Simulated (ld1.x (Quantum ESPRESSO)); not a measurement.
**Transferability test, TM semilocal potential for indium (In)**

```
Element                 : indium (In)
Generator               : ld1.x (Quantum ESPRESSO) 7.5
Type                    : norm-conserving Troullier–Martins (semilocal form)
Functional              : PBE
Relativity              : scalar-relativistic
Frozen core             : [Kr]
Valence charge          : 13
Reference configuration : 4d10 5s2 5p1
Partial waves           : 5s (bound): rc 2.16 bohr; 4d (bound): rc 1.72 bohr; 5p (bound): rc 2.98 bohr
Local potential         : the p channel
Core correction         : a·sin(br)/r model core, default radius (core density twice the valence density)
```

Energies are relative to the spin-unpolarised reference configuration 4d10 5s2 5p1; without spin polarisation the order of configurations can differ from experiment.

```csv
valence configuration,charge,ΔE all-electron (eV),error AE − PS (meV)
4d10 5s2 5p0,+1,5.363,-2.4
4d10 5s0 5p0,+3,52.918,-67
4d10 5s1 5p1,+1,11.956,-1.4
4d10 5s2 5p1.3,-0.3,-0.532,+0.1
4d10 5s0 5p3,0,11.947,0.0
```

Question: What are ΔE and the potential's error for 4d10 5s1 5p0?

Answer: ΔE = 24.598 eV all-electron; the error (AE − PS) is -18 meV.

Question: What are ΔE and the potential's error for 4d10 5s2 5p0.5?

Answer: ΔE = 1.940 eV all-electron; the error (AE − PS) is -0.5 meV.

Levels in the configuration 4d10 5s1 5p1:

```
level  all-electron (eV)  pseudo (eV)
   4d            -27.639      -27.590
   5s            -15.908      -15.907
   5p             -9.214       -9.217
```
